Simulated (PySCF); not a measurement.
How methods differ on the ionisation energy of Ce⁴⁰⁺

Ce⁴⁰⁺ [Ar] (1S) → Ce⁴¹⁺ [Ne] 3s2 3p5 (2P), as a difference of total energies. All numbers are calculated (PySCF 2.14, scalar relativity by spin-free X2C-1e, in an even-tempered Gaussian basis (18 s from 7.7 bohr⁻², ratio 2.5; 12 p from 10 bohr⁻², ratio 2.5; 4 d from 44 bohr⁻², ratio 2.7; 4 f from 66 bohr⁻², ratio 2.7)). Correlated levels: outer shells: 1s2 frozen; virtual orbitals above 40 to 60 times the deepest correlated orbital energy dropped. The calculations carry no spin-orbit coupling.

| method | ionisation energy (eV) |
| --- | --- |
| UHF | 3123.3 |
| LDA | 3124.3 |
| PBE | 3124.7 |
| PBE0 | 3124.9 |
| r2SCAN | 3125.6 |
| BHandHLYP | 3124.8 |
| M06 | 3125.6 |
| MP2 (outer shells) | 3124.3 |
| SCS-MP2 (outer shells) | 3124.2 |

A first-order spin-orbit estimate (lowest level to lowest level, LS coupling) adds -34.502 eV.

Breit and QED terms and the two-electron picture change are absent.

For comparison: 3087 ± 4 eV (theoretical estimate listed by NIST; NIST Atomic Spectra Database, ionization energies).
